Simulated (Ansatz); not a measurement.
One change: `CBNCF` becomes `CBNBN`.

Ansatz, PBE0-D4/def2-TZVP geometries, multiplicity 1. Each molecule was computed in one conformer, which needn't be the lowest.

| property | `CBNCF` |
| --- | --- |
| LUMO energy (B3LYP/def2-TZVPP) / eV | 0.05 |
| HOMO–LUMO gap (ωB97M-V/def2-TZVPP) / eV | 13.07 |
| HOMO energy (ωB97M-V/def2-TZVPP) / eV | -10.93 |
| LUMO energy (PBE0/def2-TZVPP) / eV | 0.29 |
| HOMO energy (PBE/def2-TZVPP) / eV | -7.20 |
| size of the dipole moment (PBE/def2-TZVPP) / D | 1.76 |

Q: What does the change do to each property? (An estimate is asked.)

A: The calculation gave: 
```csv
property,`CBNBN`,shift
LUMO energy (B3LYP/def2-TZVPP) / eV,-0.29,-0.34
HOMO–LUMO gap (ωB97M-V/def2-TZVPP) / eV,11.79,-1.28
HOMO energy (ωB97M-V/def2-TZVPP) / eV,-9.94,0.99
LUMO energy (PBE0/def2-TZVPP) / eV,-0.07,-0.36
HOMO energy (PBE/def2-TZVPP) / eV,-6.28,0.92
size of the dipole moment (PBE/def2-TZVPP) / D,0.54,-1.22
```

With PBE0 the HOMO rises by 0.97 eV and the LUMO falls by 0.36 eV, so the gap narrows by about 1.33 eV. PBE moves the HOMO by 0.92 eV and ωB97M-V by 0.99 eV. Dipoles are sizes alone; their direction can turn.

B3LYP here is the variant with VWN-RPA as its local correlation; programs differ in this.
